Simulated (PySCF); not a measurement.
C5H8F2SSi.
Numbering: `[F:1][C@@H:2]1[CH2:3][S:4][CH:5]=[CH:6][CH2:7][Si@@H:8]1[F:9]`

NICS is the negative of the GIAO shielding at a point without a nucleus: at the ring centre (0) and 1 Å above and below it (1); zz is the component along the ring normal. Level: GIAO PBE0/pcSseg-1 (PySCF, non-relativistic, gas phase) on the GFN2-xTB geometry, one conformer.

Ring bond lengths (Å), with Mayer bond orders in brackets: C2–C3 1.518 (0.98), C3–S4 1.827 (0.96), S4–C5 1.780 (1.01), C5–C6 1.322 (1.88), C6–C7 1.492 (1.05), C7–Si8 1.904 (0.87), Si8–C2 1.925 (0.81).

**Question.** Give the NICS values of each ring in ppm.

**Answer.** 
```csv
ring,type,NICS(0),"NICS(1), two faces","NICS(1)zz, two faces",rms pucker (Å),"centre to ring atoms, mean (Å)"
C2–C3–S4–C5–C6–C7–Si8,"7-membered ring with S and Si; formal bonds 1 double, 6 single",-1.5,-2.1 / -8.4,-0.2 / 0.0,0.53,1.75
```

**Question.** What can be read from them?

**Answer.** 
- C2–C3–S4–C5–C6–C7–Si8: mean NICS(1)zz -0.1 ppm, near zero. C2, C3, C7, Si8 have four or more neighbours, and the NICS criterion for π rings isn't applied.

**Question.** At the first NICS(1) probe listed for ring C2–C3–S4–C5–C6–C7–Si8, 1 Å off the ring, what do the in-plane components average?

**Answer.** The isotropic value is a third of the trace: (3 × -2.1 − (-0.2))/2 = -3.1 ppm.

**Question.** Give the inner angles of the rings and the Hirshfeld charges of the ring atoms.

**Answer.** 
- C2–C3–S4–C5–C6–C7–Si8: C2 109.3° (-0.033 e), C3 109.6° (-0.079 e), S4 98.8° (+0.052 e), C5 122.1° (-0.077 e), C6 125.2° (-0.023 e), C7 114.1° (-0.160 e), Si8 110.5° (+0.390 e); sum 789.6° against 900° for a flat convex ring.

**Question.** How shielded are the nuclei of the rings and their hydrogens (means over atoms taken as equivalent)?

**Answer.** 
```tsv
atoms	environment	σ isotropic (ppm)	principal values of the symmetric part, first atom (ppm)
C2	sp3 C–F carbon	87.3	62.0, 81.3, 118.7
C3	sp3 carbon bound to sulfur	139.8	126.6, 137.7, 155.1
S4	sulfide sulfur	492.1	383.5, 424.8, 668.1
C5	alkene CH carbon	57.8	-45.3, 80.1, 138.5
C6	alkene CH carbon	34.3	-80.6, 35.8, 147.7
C7	sp3 carbon bound to silicon	166.4	148.8, 162.0, 188.5
Si8	fluorine-bound silicon	370.6	337.1, 377.6, 396.9
H on C2	methine hydrogen	26.48	23.1, 26.8, 29.5
H on C3	methylene hydrogen	28.93	24.2, 27.0, 35.6
H on C3	methylene hydrogen	28.43	23.7, 27.3, 34.3
H on C5	vinylic hydrogen	25.23	21.3, 26.7, 27.7
H on C6	vinylic hydrogen	24.77	22.5, 24.9, 26.9
H on C7	methylene hydrogen	29.42	25.2, 26.9, 36.2
H on C7	methylene hydrogen	29.65	25.5, 27.9, 35.6
```

The list is cut; further classes of hydrogen are left out.
